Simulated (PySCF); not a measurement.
F2Hf, SMILES [F][Hf][F], multiplicity 1.

The structure is a stationary point at r2SCAN-D4/def2-TZVP. The multiplicity is an assumed one; other spin states were not compared. The def2 effective core potentials stand for the cores of Hf; spin–orbit coupling is left out.

These are PySCF with r2SCAN-D4/def2-TZVP values and carry that method's errors.

Frequencies are harmonic and unscaled.

```json
[
 {"mode": "1", "ν (cm⁻¹)": "119", "IR (km/mol)": "4.2", "Raman (Å⁴/amu)": "4.5", "depolarisation": "0.05", "moving atoms (share of kinetic energy)": "F 89 %, Hf 11 %"},
 {"mode": "2", "ν (cm⁻¹)": "666", "IR (km/mol)": "89.6", "Raman (Å⁴/amu)": "2.6", "depolarisation": "0.75", "moving atoms (share of kinetic energy)": "F 87 %, Hf 13 %"},
 {"mode": "3", "ν (cm⁻¹)": "685", "IR (km/mol)": "39.3", "Raman (Å⁴/amu)": "7.2", "depolarisation": "0.22", "moving atoms (share of kinetic energy)": "F 94 %"}
]
```
